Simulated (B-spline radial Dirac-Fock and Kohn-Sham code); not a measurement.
# Pm¹⁸⁺: eigenvalues, ΔSCF and the reference

System: the Pm¹⁸⁺ ion, [Kr] 4d7.

The density-functional columns are spherical, spin-unpolarised Dirac-Kohn-Sham results without Breit or QED terms: −ε is minus the orbital energy of the initial state and ΔSCF the difference of two total energies. The reference in the last column comes from Dirac-Fock ΔSCF + Breit + QED. All numbers are from a radial B-spline solver, in eV; a selection of levels is shown. For the 1s level of heavy atoms much of the gap between ΔSCF and the reference is the Breit and QED part, -184.3 eV here; for other levels the error of the functional can be larger.

```tsv
level	LDA −ε	LDA ΔSCF	Dirac-Fock
K	45376.8	45820.8	45649.0
L1	7749.5	7840.9	7899.3
L2	7365.9	7477.7	7479.8
L3	6806.3	6909.1	6926.3
M1	2032.3	2069.1	2112.1
M2	1867.8	1906.0	1933.3
M3	1754.6	1791.2	1819.1
M5	1443.5	1483.7	1488.2
N1	724.0	743.2	759.0
N2	659.5	678.5	685.7
N3	631.2	649.6	657.5
N4,5	520.2	538.1	536.6
```

Values without a named source are computed, but for edge energies of neutral atoms, which are taken from tables.
